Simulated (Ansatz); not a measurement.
Energy landscape of Cl2Si, singlet: symmetric bend, bond length relaxed. Scanned: Cl-Si-Cl angle. Other coordinates (Si-Cl bond length) were minimised at PBE0/def2-TZVP.

Computed with: MP2/aug-cc-pVQZ = MP2 on RHF/aug-cc-pVQZ, frozen core in Ansatz (a quantum-chemistry and plane-wave program); CCSD(T)/aug-cc-pVQZ = Ansatz with CCSD(T) on RHF/aug-cc-pVQZ, frozen core.

Energies relative to the lowest point of each profile, in kcal/mol:

| a / ° | MP2/aug-cc-pVQZ |
|---|---|
| 180 | 44.0 |
| 167 | 41.2 |
| 157 | 35.7 |
| 147 | 28.0 |
| 137 | 19.4 |
| 127 | 11.2 |
| 117 | 4.5 |
| 107 | 0.4 |
| 97 | 0.0 |
| 87 | 5.2 |
| 80 | 13.9 |

Question: Estimate the CCSD(T)/aug-cc-pVQZ values at these points.

Answer: 180: 43.7; 167: 40.9; 157: 35.2; 147: 27.4; 137: 18.8; 127: 10.8; 117: 4.2; 107: 0.3; 97: 0.0; 87: 5.3; 80: 14.1 (kcal/mol).
